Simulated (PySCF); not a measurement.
Orbital picture of BiF⁺

UHF at R = 1.996 Å; basis Bi def2-SVPD with ECP60, F def2-SVPD; scalar-relativistic core potentials; PySCF 2.14. State: ²Π (doublet), unpaired electrons π ↑. Only the outer orbitals are listed, counted within each symmetry, core potentials removing the inner ones.

| spin | orbital | occ. | ε (eV) | on Bi (%) | main shells (%) |
| --- | --- | --- | --- | --- | --- |
| α | 6σ | 1 | -28.25 | 80 | 80 Bi s, 17 F p |
| α | 3π | 1 | -22.81 | 3 | 96 F p |
| α | 3π | 1 | -22.26 | 2 | 97 F p |
| α | 7σ | 1 | -21.46 | 32 | 69 F p, 17 Bi s, 14 Bi p |
| α | 4π | 1 | -15.80 | 99 | 99 Bi p |
| α | 4π | 0 | -7.93 | 101 | 100 Bi p |
| β | 6σ | 1 | -26.67 | 69 | 68 Bi s, 28 F p |
| β | 3π | 1 | -22.28 | 2 | 98 F p |
| β | 3π | 1 | -22.18 | 1 | 98 F p |
| β | 7σ | 1 | -21.11 | 42 | 59 F p, 29 Bi s, 12 Bi p |
| β | 4π | 0 | -7.45 | 100 | 100 Bi p |
| β | 4π | 0 | -6.22 | 100 | 99 Bi p |

Task: Which are the highest filled and the lowest empty level, where do they sit, and how wide is the gap?

Result: Highest filled α 4π at -15.80 eV (in %: 99 Bi p); lowest empty α 4π at -7.93 eV (in %: 100 Bi p); the gap at UHF is 7.87 eV. Both belong to one degenerate shell, split only by its one-sided filling, so this is no excitation gap.

```json
{
 "bond order (Mayer)": "0.35",
 "⟨S²⟩": "0.757",
 "charge on Bi (Mulliken, basis-dependent)": "1.69",
 "charge on Bi (Löwdin, basis-dependent)": "1.78",
 "dipole moment (positive dipole points towards F; it is taken about the centre of mass and depends on that origin)": "-4.10 D",
 "polarisability along the bond": "31.6 bohr³",
 "polarisability across the bond": "25.2 bohr³"
}
```

Shares are Mulliken populations and can fall outside 0 to 100 %.

Spin–orbit coupling is left out, which matters for elements this heavy, above all for dissociation energies. The state is the lowest determinant that a PBE0 search found; another state may lie lower at other levels.
